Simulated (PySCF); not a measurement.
The scaffold SiH2(OH)-X carries different groups X. Isolated molecules, 0 K electronic values unless said otherwise. One relaxed conformer stands for each flexible species; it need not be the lowest. Strings in code marks are SMILES.

The numbers are results of PBE-D3(BJ)/def2-TZVP // PBE0-D4/def2-TZVP run with PySCF 2.14.0, not measurements. Delta-SCF ions had no search for a lower state. Excitations are Tamm–Dancoff values on a coarser integration grid. The basis has no diffuse functions, so Rydberg states are missing or too high.

| species | vertical ionisation energy (Delta-SCF) (eV) | HOMO (eV) | S1 oscillator strength | S1 excitation (TDA) (eV) |
|---|---|---|---|---|
| X = H | 10.90 | -7.21 | 0.002 | 6.50 |
| X = ethyl (`CC[SiH2]O` (C–C–Si–O torsion 178°, C–Si–O–H torsion 71°)) | 9.72 | -6.67 | 0.008 | 6.30 |
| X = isopropyl (`CC(C)[SiH2]O` (C–C–Si–O torsion -179°, C–Si–O–H torsion -78°)) | 9.35 | -6.45 | 0.002 | 6.08 |
| X = silyl (`O[SiH2][SiH3]` (H–O–Si–Si torsion 59°)) | 9.64 | -6.63 | 0.009 | 5.57 |
| X = mercapto (`O[SiH2]S` (H–O–Si–S torsion -52°, O–Si–S–H torsion -65°)) | 9.80 | -6.45 | 0.015 | 6.08 |
| X = ethynyl (`[SiH2](O)C#C`) | 10.11 | -7.05 | 0.001 | 5.62 |
| X = boryl (`O[SiH2]B`) | 9.87 | -6.62 | 0.007 | 3.46 |
| X = borono (`O[SiH2]B(O)O`) | – | -6.69 | 0.005 | 6.00 |
| X = germyl | 9.56 | -6.60 | 0.008 | 5.63 |
| X = isocyano | – | -7.33 | 0.012 | 6.09 |
| X = siloxy (`O[SiH2]O[SiH3]` (H–O–Si–O torsion 72°, O–Si–O–Si torsion 68°)) | – | -7.31 | 0.003 | 6.63 |
| X = cyanomethyl (`N#CC[SiH2]O`) | 10.42 | -7.43 | 0.008 | 6.63 |
